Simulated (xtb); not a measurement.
A run for xtb: GFN2-xTB on CH5N (SMILES CN).

```
$ xtb mol.xyz --gfn 2 --sp --chrg 0 --uhf 0
7

C     -0.44688196     0.59884804     4.17042392
N      0.66678419    -0.28666847     3.83839880
H     -0.06182706     1.48413714     4.67874462
H     -1.11416140     0.08972096     4.86748953
H     -1.04680518     0.93566292     3.31417207
H      1.31705996     0.16329607     3.20624787
H      0.34102999    -1.13081625     3.38427963
```

The head of its log:

```
[...]
           -------------------------------------------------
          |                Calculation Setup                |
           -------------------------------------------------



           -------------------------------------------------
          |                 G F N 2 - x T B                 |
           -------------------------------------------------

        Reference                      10.1021/acs.jctc.8b01176
      * Hamiltonian:
        H0-scaling (s, p, d)           1.850000    2.230000    2.230000
        zeta-weighting                 0.500000
      * Dispersion:
        s8                             2.700000
        a1                             0.520000
        a2                             5.000000
        s9                             5.000000
      * Repulsion:
        kExp                           1.500000    1.000000
        rExp                           1.000000
      * Coulomb:
        alpha                          2.000000
        third order                    shell-resolved
        anisotropic                    true
        a3                             3.000000
        a5                             4.000000
        cn-shift                       1.200000
        cn-exp                         4.000000
        max-rad                        5.000000


          ...................................................
          :                      SETUP                      :
          :.................................................:
          :  # basis functions                  13          :
          :  # atomic orbitals                  13          :
          :  # shells                            9          :
          :  # electrons                        14          :
          :  max. iterations                   250          :
          :  Hamiltonian                  GFN2-xTB          :
          :  restarted?                      false          :
          :  GBSA solvation                  false          :
          :  PC potential                    false          :
          :  electronic temp.          300.0000000     K    :
          :  accuracy                    1.0000000          :
          :  -> integral cutoff          0.2500000E+02      :
          :  -> integral neglect         0.1000000E-07      :
          :  -> SCF convergence          0.1000000E-05 Eh   :
          :  -> wf. convergence          0.1000000E-03 e    :
          :  Broyden damping             0.4000000          :
          :  net charge                          0          :
          :  unpaired electrons                  0          :
          ...................................................

 iter      E             dE          RMSdq      gap      omega  full diag
   1     -7.6693349 -0.766933E+01  0.306E+00   11.09       0.0  T
   2     -7.6833126 -0.139777E-01  0.158E+00   11.36       1.0  T
```

Problem. Predict the final total energy.

Solution. -7.5870 hartree.
